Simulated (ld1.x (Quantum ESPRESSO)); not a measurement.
**Scattering properties, PAW potential for niobium (Nb)**

ld1.x (Quantum ESPRESSO) 7.5 input, shortened:

```
&input
   title='Nb', zed=41., rel=2, dft='PW91', iswitch=3,
   config='[Kr] 4d5 5s0 5p0', rel_dist='average'
 /
 &inputp
   pseudotype=3, lpaw=.true., tm=.true., lloc=-1, rcloc=2.65,
   nlcc=.true.,
   which_augfun='BESSEL', rmatch_augfun=1.45
 /
6
4S  1  0   2.00   0.00  1.80  2.15  0.0
5S  2  0   0.00   0.00  1.80  2.15  0.0
4P  2  1   6.00   0.00  2.30  2.85  0.0
5P  3  1   0.00   0.00  2.30  2.85  0.0
4D  3  2   5.00   0.00  1.50  2.05  0.0
4D  3  2   0.00   2.50  1.50  2.05  0.0
 &test
   configts(1)='4s2 4p6 4d5 5s0 5p0'
 /
```

Open shells are filled in proportion to 2j + 1 (rel_dist='average').

The phase is arctan(r·u′/u) with u = r·R(r), unwrapped; energies in Ry, scanned from -6 to 5 Ry. A pole is an energy at which the radial function vanishes at the test radius. The pseudo phase is shifted by a multiple of π to meet the all-electron one at the reference energy, and phase errors are pseudo minus all-electron; the curves can meet again beyond the range given. Levels narrower than the energy grid can be missing from the lists of poles.

```
channel  radius (bohr)  reference energy (Ry)  poles, all-electron  poles, pseudo  unbroken range about the reference energy with phases within 0.05 rad  phase error 1 Ry above the reference energy (rad)
      s           3.10                  -0.26          -4.15, 1.50    -4.15, 1.48                                                              below 3.3                                             -0.001
   p1/2           3.10                  -0.07          -2.48, 2.38    -2.48, 2.86                                                              below 2.8                                             +0.034
   p3/2           3.10                  -0.07          -2.33, 2.49    -2.33, 2.07                                                              below 1.9                                             -0.040
   d3/2           3.10                  -0.15           0.19, 4.28     0.19, 4.28                                                        the whole range                                             +0.000
   d5/2           3.10                  -0.14           0.21, 4.30     0.21, 4.31                                                        the whole range                                             +0.000
```

The ghost test of this file was not conclusive.

Phases in the d3/2 channel:

| E (Ry) | all-electron | pseudo |
| --- | --- | --- |
| -6.00 | 1.439 | 1.439 |
| -5.48 | 1.433 | 1.433 |
| -4.96 | 1.426 | 1.426 |
| -4.44 | 1.418 | 1.418 |
| -3.92 | 1.408 | 1.408 |
| -3.40 | 1.395 | 1.395 |
| -2.88 | 1.380 | 1.380 |
| -2.36 | 1.359 | 1.359 |
| -1.84 | 1.329 | 1.329 |
| -1.32 | 1.277 | 1.277 |
| -0.80 | 1.157 | 1.157 |
| -0.28 | 0.113 | 0.113 |
| 0.24 | -1.601 | -1.601 |
| 0.76 | -1.811 | -1.811 |
| 1.28 | -2.047 | -2.047 |
| 1.80 | -2.843 | -2.843 |
| 2.32 | -4.142 | -4.142 |
| 2.84 | -4.481 | -4.481 |
| 3.36 | -4.605 | -4.605 |
| 3.88 | -4.674 | -4.674 |
| 4.40 | -4.723 | -4.723 |
| 4.92 | -4.767 | -4.766 |
